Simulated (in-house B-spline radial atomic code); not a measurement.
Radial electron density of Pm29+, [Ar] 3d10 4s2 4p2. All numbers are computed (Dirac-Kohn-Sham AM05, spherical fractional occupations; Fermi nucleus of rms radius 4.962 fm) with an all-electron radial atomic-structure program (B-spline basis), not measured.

Columns: r (bohr), 4πr²n(r) (electrons per bohr), bar.

```
0.000825     2.48 #
0.000992    3.382 #
 0.00119    4.575 ##
 0.00143    6.176 ###
 0.00173    8.375 ####
 0.00208    11.16 #####
  0.0025    14.74 ######
   0.003    19.23 ########
 0.00361    24.86 ##########
 0.00434    31.63 #############
 0.00522    39.56 #################
 0.00628    48.43 ####################
 0.00755    57.75 ########################
 0.00908    66.85 ############################
  0.0109    74.65 ###############################
  0.0131    80.17 ##################################
  0.0158    82.45 ###################################
   0.019    81.16 ##################################
  0.0228    77.36 ################################
  0.0275     73.2 ###############################
   0.033    72.12 ##############################
  0.0397    76.63 ################################
  0.0478    86.81 ####################################
  0.0575    98.52 #########################################
  0.0691      105 ############################################
  0.0831    101.1 ##########################################
     0.1    88.55 #####################################
    0.12    76.93 ################################
   0.145    75.57 ################################
   0.174    83.63 ###################################
   0.209    88.09 #####################################
   0.251    76.93 ################################
   0.302    52.62 ######################
   0.364    29.82 ############
   0.437    18.27 ########
   0.526    13.33 ######
   0.633    8.497 ####
   0.761    3.628 ##
   0.915   0.9178 
     1.1   0.1267 
    1.32 0.008899 
    1.59 0.0002568 
    1.91 2.933e-06
```

On this grid the curve has 3 maxima, near 0.0158, 0.0691, 0.209 bohr.

The 4p1/2 radial function P(r) = rR(r), positive near the nucleus, with its small component Q(r) (sign convention: Q ≈ (P' + κP/r)/2c):

```tsv
r (bohr)	P	Q
0.000328	0.002224	0.008622
0.000474	0.003299	0.01193
0.000686	0.004935	0.01647
0.000992	0.00749	0.02262
0.00143	0.01157	0.0308
0.00208	0.0185	0.04189
0.003	0.02998	0.05588
0.00434	0.04977	0.07336
0.00628	0.08364	0.09376
0.00908	0.1403	0.1151
0.0131	0.2304	0.1328
0.019	0.3646	0.1395
0.0275	0.5305	0.1243
0.0397	0.6675	0.07965
0.0575	0.6365	0.00926
0.0831	0.2579	-0.05744
0.12	-0.4568	-0.07619
0.174	-0.9915	-0.02822
0.251	-0.5096	0.03608
0.364	0.9023	0.04646
0.526	1.633	0.009757
0.761	0.9287	-0.00864
1.1	0.175	-0.003063
1.59	0.007876	-0.0001777
```
